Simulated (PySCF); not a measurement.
# A single-point calculation

Lu(NH2)3 (singlet in the valence; each metal's 4f electrons, 14 of them, lie in its core potential, out of spins and levels). PySCF 2.14.0, RKS TPSS, Lu lcecp-1-SVP with ECP60, N def2-SVP, H def2-SVP; non-relativistic Hamiltonian with scalar-relativistic core potentials where named; density fitting; no spin-orbit coupling. Purpose: finer grid at the relaxed geometry.

```python
mol = gto.M(atom='''
Lu     0.00193     0.00140    -0.01541
N      2.12550     0.00389     0.22322
H      2.73942    -0.81274     0.33253
H      2.75329     0.81682     0.25724
N     -1.05500     1.84778    -0.22266
H     -0.66709     2.79904    -0.22204
H     -2.06804     1.97466    -0.33951
N     -1.06821    -1.84892    -0.00926
H     -0.67940    -2.79452     0.09850
H     -2.08241    -1.98740    -0.10261''',
    basis={'Lu': 'lcecp-1-SVP', 'N': 'def2-SVP', 'H': 'def2-SVP'},
    ecp={'Lu': 'lcecp-1-SVP'},
    charge=0, spin=0)
mf = dft.RKS(mol, xc='TPSS')
mf.grids.atom_grid = (75, 302)  # f atoms: unpruned, at least (60, 302)
mf = mf.density_fit()  # fitting sets: Lu AutoAux, N def2-universal-JKFIT, H def2-universal-JKFIT
mf.conv_tol = 1e-09; mf.max_cycle = 55
mf.kernel(dm0)  # dm0: converged density of the relaxed state
mf.nuc_grad_method().kernel()
```

Run from Python with OMP_NUM_THREADS=2; the lines above give its settings. Where DIIS fails, smearing, a level shift and second-order steps follow.
It took 35 s on 2 threads of Arm Neoverse V1, with other jobs on the host, with gradient, populations and further properties, from an already converged density.

Where do the frontier levels lie, over both spins?

HOMO -4.86 eV, LUMO -1.54 eV. The 4f levels lie in the core potential and are missing.

What are the Mulliken charges and spins?


```csv
atom,charge (e),spin (e)
Lu1,0.781,0.000
N2,-0.493,0.000
H3,0.116,0.000
H4,0.116,0.000
N5,-0.493,0.000
H6,0.116,0.000
H7,0.116,0.000
N8,-0.493,0.000
H9,0.116,0.000
H10,0.116,0.000
```

What forces act on the atoms (eV/Å)?


```
Lu  -0.01  0.00  0.00
N   -0.01  0.01 -0.01
H    0.02 -0.01  0.00
H    0.01  0.00  0.00
N    0.00 -0.02  0.00
H    0.01  0.02  0.00
H   -0.01  0.00  0.00
N    0.00 -0.01  0.01
H    0.00  0.01  0.00
H    0.00  0.00  0.00
```
Forces carry noise of the integration grid, about 0.01 to 0.03 eV/Å.

An lcecp potential fixes the number of 4f electrons, so in runs with it no electron can move into or out of that shell.
